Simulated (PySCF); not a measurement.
# Ge(OH)₂: from structure and modes to constants

These are results of PBE0/[Ge def2-SVP, O def2-SVP, H def2-SVP], no relativity, density fitting, PySCF, not measurements.

The singlet minimum has C2v symmetry. Masses (u): Ge 73.92118, O 15.99492, H 1.00782.

```xyz
5
charge 0 multiplicity 1, angstrom
Ge   -0.3747    0.0000    0.0000
O     0.7570    1.3869    0.0000
O     0.7570   -1.3869    0.0000
H     1.7066    1.2148    0.0000
H     1.7066   -1.2148    0.0000
```

Harmonic wavenumbers (cm⁻¹): 265.4 (a1, ×1), 346.7 (a2, ×1), 450.9 (b1, ×1), 651.7 (b2, ×1), 677.4 (b2, ×1), 688.7 (a1, ×1), 816.5 (a1, ×1), 3872.4 (a1, ×1), 3873.3 (b2, ×1).

Task: Find the principal moments of inertia and the rotational constants. What kind of rotor is it?

Result: About the centre of mass I = 34.581, 64.508, 99.089 u Å². With B = 16.8576/I this gives 0.4875, 0.2613, 0.1701 cm⁻¹. The molecule is an asymmetric top with κ = -0.43.

Task: What is the harmonic zero-point energy?

Result: Half the sum of all 9 wavenumbers, 11643/2 = 5822 cm⁻¹, which is 69.6 kJ/mol (1 cm⁻¹ = 0.0119627 kJ/mol).

Task: Find the vibrational entropy and heat capacity at 298.15 K.

Result: With u = 1.43878 ω/T, each mode gives S = R[u/(eᵘ−1) − ln(1−e⁻ᵘ)] and C = R u² eᵘ/(eᵘ−1)².
```csv
ω (cm⁻¹),u,S (J/(mol K)),C (J/(mol K))
265.4,1.281,6.80,7.27
346.7,1.673,4.94,6.62
450.9,2.176,3.32,5.69
651.7,3.145,1.54,3.87
677.4,3.269,1.40,3.65
688.7,3.324,1.34,3.56
816.5,3.940,0.81,2.61
3872.4,18.687,0.00,0.00
3873.3,18.691,0.00,0.00
```
The sums over all modes are S = 20.2 and C = 33.3 J/(mol K); the softest mode gives 34 % of the entropy.

Only a few start shapes were tried, so a lower isomer may exist.
